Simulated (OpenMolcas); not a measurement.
## Se⁴⁺: effect of the basis set

| Property | Result |
| --- | --- |
| Program | OpenMolcas 26.06 |
| Method | CASSCF |
| Active space | 2 electrons in 4 orbitals (4s 4p) |
| State averaging | 2S+1 = 3 even, 3 roots; 2S+1 = 1 even, 7 roots; 2S+1 = 3 odd, 3 roots; 2S+1 = 1 odd, 3 roots |
| Spin-orbit coupling | state interaction with AMFI integrals over the reference wave functions, term energies averaged over their components |

A. ANO-RCC-VDZP [5s4p2d], DKH2, point nucleus; cost about 11 core-seconds
B. ANO-R1 [5s4p3d1f], X2C, finite nucleus; cost roughly 14 core-seconds
C. ANO-RCC-VTZP [6s5p3d1f], DKH2, point nucleus; cost roughly 19 core-seconds
D. ANO-RCC-VQZP [7s6p4d2f1g], DKH2, point nucleus; cost roughly 18 core-seconds
E. ANO-R2 [6s6p4d3f1g], X2C, finite nucleus; cost about 18 core-seconds
F. ANO-R3 [7s6p5d4f2g], X2C, finite nucleus; cost roughly 50 core-seconds

Energies in cm-1 above 4s2 1S0, the measured ground level; measured values from the list in Rauch et al., Astron. Astrophys. 606, A105 (2017).

| Level | A | B | C | D | E | F | Measured |
| --- | --- | --- | --- | --- | --- | --- | --- |
| 4s2 1S0 | 0.0 | 0.0 | 0.0 | 0.0 | 0.0 | 0.0 | 0.0 |
| 4s 4p 3P* 0 | 90243 | 83714 | 86688 | 86706 | 86254 | 86928 | 89749 |
| 4s 4p 3P* 1 | 91416 | 85172 | 88149 | 88149 | 87675 | 88350 | 91350 |
| 4s 4p 3P* 2 | 93936 | 88342 | 91307 | 91260 | 90747 | 91419 | 94960 |
| 4s 4p 1P* 1 | 141661 | 137711 | 141314 | 141282 | 140259 | 141269 | 131733 |
| 4p2 3P0 | 216591 | 202017 | 210040 | 210063 | 208628 | 210514 | 211794 |
| 4p2 3P1 | 218066 | 203911 | 211907 | 211895 | 210449 | 212334 | 214091 |
| 4p2 3P2 | 220251 | 206584 | 214564 | 214513 | 213040 | 214925 | 218615 |
| 4p2 1D2 | 232818 | 219614 | 227820 | 227801 | 226203 | 228087 | 213203 |
| 4p2 1S0 | 259930 | 248383 | 256940 | 256956 | 255036 | 256983 | 248787 |

Deviations, from unrounded energies. A percentage is the sum of absolute deviations over the sum of measured energies, with the sign that they share, or ± where signs differ.

| Against measurement | Levels | A | B | C | D | E | F |
| --- | --- | --- | --- | --- | --- | --- | --- |
| mean absolute deviation (cm-1) | 9 | 5900 | 7100 | 5600 | 5600 | 5700 | 5400 |
| other configurations (%) | 9 | ±3.5 | ±4.2 | ±3.3 | ±3.3 | ±3.4 | ±3.2 |

C, D, F lie about equally close to measurement and B furthest from it. The largest miss of F in the table is 4p2 1D2, by +15000 cm-1. The ranking rests on the paired levels alone, and a cruder setting can come out closer through cancelling errors.

Among A to F the level of the table that moves most is 4p2 3P0, by 15000 cm-1 (lowest in B, highest in A).

The ¹D term of p² mixes with s d, which this space lacks. The basis is small and was not contracted for so high a charge (holds for A; B). Computed and measured levels are paired by configuration, term and J; levels that our copy of the source lacks, or whose pairing is in doubt (as where it misses far off the trend of its configuration), stay unpaired and out of the deviations. Levels of configurations outside the active space are missing.

* marks odd parity.
